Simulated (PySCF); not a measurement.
Structure problem from calculated spectra and properties.

Elements present: C, H, N and Si. Monoisotopic mass: 86.0300 u.

- 13C NMR: chemical shifts (computed TMS as zero) by class: 127.5 (1 C), 2.8 (1 C) ppm [GIAO CAM-B3LYP/pcSseg-2]
- Polarisability: 62.9 au [B3LYP/def2-SVPD]
- UV, strongest line: among the 10 lowest singlet transitions: S6 at 7.56 eV (164 nm, f = 0.043) [TDDFT B3LYP/def2-SVPD]
- Rotational structure: rotational constants A, B, C: 7.185, 2.575, 2.074 GHz [PBE0-D3(BJ)/def2-SVP]
- XPS: Si2p3/2 107.4, C1s 291.8, C1s 292.3, N1s 404.8, N1s 405.1, Si1s 1847.3 eV [ΔSCF SCAN, pcX-2 on the ionised atom, pcseg-1 elsewhere, spin-free X2C, 2p3/2 from a spin–orbit splitting computed afterwards within the 2p shell]
- Triplet: lowest triplet excitation (Tamm–Dancoff): 5.96 eV [TDA B3LYP/def2-SVPD]
- Dipole: 3.65 D [B3LYP/def2-SVPD]
- NMR, other nuclei: isotropic shieldings of nuclei other than C and H, by class: -37 (1 N), 254 (1 N), 366 (1 Si) ppm [GIAO CAM-B3LYP/pcSseg-2]

Electronic properties: PySCF, gas phase, density fitting. Levels stand in brackets. One conformer (not necessarily the lowest) at the PBE0-D3(BJ)/def2-SVP geometry, without solvent, vibrations or thermal averaging. NMR values are class means; diastereotopic atoms form classes of their own.

Question: Which formula fits the mass and the elements?

Answer: C2H6N2Si (calculated 86.0300). No other formula that holds each of these elements comes within 0.0003 u with a fitting electron parity and a possible valence count.

Question: Give a SMILES that accounts for the data.

Answer: Numbering: `[N:1]#[C:2][CH2:3][SiH2:4][NH2:5]`. Its formula, C2H6N2Si, gives 2 degrees of unsaturation: 0 rings and 2 π bonds in the structure found. 2 carbons fall into 2 classes; from least to most shielded: nitrile carbon [C2] (127.5 ppm), sp3 carbon bound to silicon [C3] (2.8 ppm). The other shieldings belong to: -37 ppm, nitrile nitrogen [N1]; 254 ppm, silicon-bound nitrogen [N5]; 366 ppm, SiH2 silicon [Si4]. The core levels belong to: Si2p3/2 107.4 eV, SiH2 silicon [Si4]; C1s 291.8 eV, sp3 carbon bound to silicon [C3]; C1s 292.3 eV, nitrile carbon [C2]; N1s 404.8 eV, nitrile nitrogen [N1]; N1s 405.1 eV, silicon-bound nitrogen [N5]; Si1s 1847.3 eV, SiH2 silicon [Si4]. The optimised geometry has point group C1 and is an asymmetric top. Structure: `C([SiH2]N)C#N`. Computed isomers that give other values at the same levels: `C#C[SiH](N)N` (rotational constant A: 6.218 GHz; this holds for the one conformer computed). The assignments are read from this structure; whether some other isomer fits the data as well wasn't checked.

Conformer computed: `[N:1]#[C:2][CH2:3][SiH2:4][NH2:5]`: C2–C3–Si4–N5 -52°, H–N5–Si4–C3 -161°, H–N5–Si4–C3 58°.
